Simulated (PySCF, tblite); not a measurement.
Species: C7H11NO2.
Structure used (GFN2-xTB), in Å, numbered top down from 1:
```
atom  x, y, z in Å
C1     2.366    0.180   -1.829
C2     1.727    0.454   -0.703
O3     1.764   -0.398    0.358
C4     0.917   -0.179    1.411
C5     1.184   -0.697    2.605
C6    -0.328    0.645    1.188
O7    -0.504    1.697    1.774
N8    -1.226    0.129    0.318
C9    -2.431    0.870    0.024
C10   -1.095   -1.140   -0.352
H11    2.924   -0.731   -1.946
H12    2.358    0.874   -2.647
H13    1.166    1.371   -0.562
H14    0.506   -0.551    3.424
H15    2.077   -1.270    2.776
H16   -2.495    1.075   -1.047
H17   -3.312    0.302    0.332
H18   -2.394    1.807    0.576
H19   -0.849   -0.997   -1.409
H20   -2.042   -1.679   -0.286
H21   -0.319   -1.746    0.110
```

Computed, not measured: PBE0/pcSseg-1 in PySCF (dipole) on a GFN2-xTB geometry, gas phase.

Masses are those of the commonest isotopes; rigid-rotor values at the optimised geometry. The values belong to one conformer with, in the numbering `[CH2:1]=[CH:2][O:3][C:4](=[CH2:5])[C:6](=[O:7])[N:8]([CH3:9])[CH3:10]`, C1–C2–O3–C4 -169°, C2–O3–C4–C5 -159°, O3–C4–C6–O7 -118°, C4–C6–N8–C9 -179°.

Q: Give the principal moments of inertia and the rotational constants in GHz.

A: Ia = 304.77, Ib = 448.24, Ic = 570.11 u·Å²; 505379 MHz·u·Å²/I gives 1658, 1127 and 886.5 MHz, that is A = 1.6582, B = 1.1275, C = 0.8865 GHz.

Q: What kind of rotor is it?

A: An asymmetric top; Ray's κ = -0.375.

Q: What does the inertial defect say?

A: Not planar: Δ = Ic − Ia − Ib = -182.90 u·Å². For a rigid frame Δ = −2 Σ m c², so Σ m c² = 91.45 u·Å² lies off the ab plane: 17.46 from hydrogen and 73.99 from heavier atoms. The atom farthest from that plane is 2.20 Å away.

Q: Predict some low-J microwave lines.

A: The dipole components are |μa| = 0.40 D, |μb| = 2.66 D, |μc| = 2.37 D. The squared components, which scale the intensities, stand as 0.02 : 1.00 : 0.79 (a : b : c). Some lines, for components of 0.1 D or more:

```csv
type,branch,"J(Ka,Kc)",MHz,lower level (cm⁻¹)
b,Q,"1(1,0) ← 1(0,1)",772,0.067
a,Q,"4(2,2) ← 4(2,3)",779,0.757
c,Q,"2(2,1) ← 2(1,1)",1592,0.235
b,Q,"2(2,1) ← 2(1,2)",2315,0.211
a,Q,"4(1,3) ← 4(1,4)",2333,0.649
b,Q,"4(1,3) ← 4(0,4)",2420,0.646
c,R,"1(1,0) ← 0(0,0)",2786,0.000
a,R,"2(1,1) ← 1(1,0)",4269,0.093
b,R,"3(1,2) ← 2(2,1)",4763,0.288
c,R,"2(2,0) ← 1(1,0)",5926,0.093
b,R,"2(2,0) ← 1(1,1)",6167,0.085
a,R,"3(2,1) ← 2(2,0)",6276,0.291
b,R,"4(1,3) ← 3(2,2)",7090,0.490
a,R,"4(0,4) ← 3(0,3)",7575,0.393
c,R,"3(3,0) ← 2(2,0)",9281,0.291
c,R,"4(2,2) ← 3(1,2)",10062,0.447
c,R,"4(3,1) ← 3(2,1)",11229,0.500
c,R,"4(3,2) ← 3(2,2)",11452,0.490
c,R,"4(4,0) ← 3(3,0)",12620,0.600
```

Q: Estimate the classical rotational partition function at 50 K, 298.15 K and 500 K.

A: Point group C1, symmetry number σ = 1; q = (√π/σ)·√((kT/h)³/(ABC)), k/h = 20836.6 MHz/K: 46300 at 50 K, 674000 at 298.15 K, 1460000 at 500 K.

Its GFN2-xTB frequencies are all real (lowest 44 cm⁻¹). No vibrational averaging or centrifugal distortion is included, and the geometry carries the error of its method. A rigid rotor knows nothing of internal rotation, which can split or shift real lines. Quadrupole hyperfine structure (14N) is left out.

On Arm Neoverse V1, one thread, shared host, this took 46 s wall. This is the PBE0/pcSseg-1 job that gave the dipole, with the shieldings it also computed.
